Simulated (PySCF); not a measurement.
A structure optimised at B3LYP-D3(BJ)/def2-SVP, used in a PySCF frequency run:

```
Ga
O 1 1.7783
H 2 0.9677 1 112.36
O 1 1.7843 2 117.58 3 0.00
H 4 0.9665 1 114.36 2 180.00
I 1 2.4872 2 119.17 3 180.00
```
Charge 0, spin multiplicity 1.

Q: Write its SMILES, formula and point group.

A: [OH][Ga]([OH])[I], GaH2IO2, Cs

Q: What are its rotational constants (standard atomic weights)?

A: 6.1891, 1.0829, 0.92162 GHz
